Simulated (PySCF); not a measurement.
## Simulated absorption spectrum

Compound: GeH2(nBu)2, C₈H₂₀Ge.
Geometry (PBE0-D3(BJ)/def2-SVP, Å), atoms numbered from 1 in this order:
```
atom  x, y, z in Å
Ge1    0.8776    0.0042    0.5892
H2     0.9180    0.0300    2.1364
H3     2.3416   -0.0108    0.0864
C4    -0.0176    1.6206   -0.0674
C5     0.6559    2.9173    0.3742
C6    -0.0027    4.1899   -0.1571
C7    -1.4187    4.4232    0.3472
H8    -0.0524    1.5625   -1.1695
H9    -1.0640    1.5798    0.2781
H10    0.6821    2.9618    1.4785
H11    1.7118    2.9062    0.0530
H12    0.6269    5.0528    0.1198
H13   -0.0030    4.1607   -1.2615
H14   -1.8295    5.3704   -0.0344
H15   -2.1048    3.6211    0.0335
H16   -1.4464    4.4692    1.4484
C17   -0.0413   -1.6187   -0.0158
C18    0.5788   -2.9111    0.5073
C19   -0.1553   -4.1844    0.0881
C20   -0.1498   -4.4499   -1.4096
H21   -1.0970   -1.5447    0.2996
H22   -0.0463   -1.5990   -1.1184
H23    1.6305   -2.9773    0.1734
H24    0.6200   -2.8748    1.6097
H25    0.3028   -5.0418    0.6101
H26   -1.1976   -4.1338    0.4511
H27   -0.6494   -5.4005   -1.6503
H28   -0.6696   -3.6571   -1.9698
H29    0.8798   -4.5081   -1.7995
```

Theory: TDDFT CAM-B3LYP/def2-SVPD, vertical, gas phase, core orbitals frozen in the response in PySCF 2.14.0, density-fitted response routines. Relativistic effects, spin–orbit coupling among them, are left out although an element past zinc is present.

Broadening: Gaussians 0.5 eV wide at half height, area fixed by f = 4.319×10⁻⁹ ∫ε dν̃. The width is an assumption, not a result. The curve ends short of the highest state used, and states not computed would add to its high-energy end.

(λ (nm), ε (L mol⁻¹ cm⁻¹)): (149.4, 19833), (150.5, 17306), (151.5, 14619), (152.6, 11539), (153.6, 8890), (154.7, 6365), (155.7, 4527), (156.8, 3025), (157.8, 2086), (158.9, 1432), (159.9, 1097), (161.0, 930), (162.0, 898), (163.1, 940), (164.2, 1017), (165.2, 1087), (166.3, 1138), (167.3, 1147), (168.4, 1109), (169.4, 1034), (170.5, 916), (171.5, 790), (172.6, 643), (173.6, 513), (174.7, 385), (175.7, 287), (176.8, 200), (177.8, 139), (178.9, 90), (180.0, 57), (181.0, 36), (182.1, 21), (183.1, 13), (184.2, 7), (185.2, 4), (186.3, 2)

(1) Where are the band maxima, and which computed states make them?

(2) Coming from long wavelengths, where does ε first pass 100 L mol⁻¹ cm⁻¹?

(3) Does any computed singlet lie in the visible range?

Results:

(1) 167 nm (7.42 eV), ε about 1100, made up of S1 (96%) (ε in L mol⁻¹ cm⁻¹; maxima over ε = 5, shares over 10%). At its high-energy end, 8.30 eV, the curve is still rising (ε about 20000, from S4, S5, S6 and S7). The states used: S1 7.41 eV (f 0.021); S2 7.84 eV (f 0.0047); S3 8.09 eV (f 0.0008); S4 8.21 eV (f 0.041); S5 8.32 eV (f 0.188); S6 8.39 eV (f 0.080); S7 8.60 eV (f 0.129); S8 8.64 eV (f 0.046); S9 8.67 eV (f 0.022); S10 8.70 eV (f 0.0052); S11 8.84 eV (f 0.042); S12 8.85 eV (f 0.050); S13 8.88 eV (f 0.0008); S14 8.89 eV (f 0.0010); S15 8.90 eV (f 0.066).

(2) At about 179 nm (6.94 eV), 0.47 eV below S1.

(3) No computed singlet lies in the visible range (380 to 750 nm); the lowest, at 167 nm, stands 4.14 eV above its violet end (3.26 eV).

On 2 threads of an Intel Xeon Platinum 8375C at 2.90 GHz, no GPU, on a shared host, this took 4.3 min wall, 8.9 min CPU (with the writing of density and orbital grids) and 3.0 GiB of memory at its peak.

One conformer stands for the species.

Without π bonds the low states may be Rydberg-like; a valence basis with one diffuse set may place them up to an eV too high.
